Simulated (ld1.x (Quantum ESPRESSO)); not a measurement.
**Ranking TM potentials for scandium (Sc)**

All share these settings but for the change named:

ld1.x (Quantum ESPRESSO) 7.5 input, shortened:

```
&input
   title='Sc', zed=21., rel=1, dft='PBESOL', iswitch=3,
   config='[Ar] 3d1 4s1.75 4p0.25'
 /
 &inputp
   pseudotype=2, tm=.true., lloc=0,
   nlcc=.false.
 /
3
3P  2  1   6.00   0.00  1.00  1.00  0.0
3D  3  2   1.00   0.00  2.55  2.55  0.0
3S  1  0   2.00   0.00  1.55  1.55  0.0
 &test
   configts(1)='3s2 3p6 3d1 4s1.75 4p0.25'
 /
```

Occupied shells without a wave of their own: 4p, 4s. They enter only through the test configuration that unscreens the potential.

Test errors are all-electron minus pseudo excitation energies from the reference, over 3s2 3p6 3d1 4s2 4p0; 3s2 3p6 3d1 4s1 4p0; 3s2 3p6 3d1 4s0 4p0; 3s2 3p6 3d1 4s1.5 4p0; 3s2 3p6 3d1 4s0 4p1; 3s2 3p6 3d2 4s0 4p0; 3s2 3p6 3d0 4s2 4p0. None of these files shows a bound ghost.

The base gives 949.1 meV.

Of 7 variants that were run, those that failed, showed a ghost or another fault, or gave nearly equal values are left out.

(1) Rank these variants by their largest absolute test error, smallest first.
A. wave 3s (bound): rc 1.55 bohr becomes 3s (bound): rc 1.28 bohr
B. wave 3s (bound): rc 1.55 bohr becomes 3s (bound): rc 1.42 bohr
C. wave 3s (bound): rc 1.55 bohr becomes 3s (bound): rc 1.02 bohr

## Answers

(1) C (178.5 meV), A (325.5 meV), B (611.7 meV).
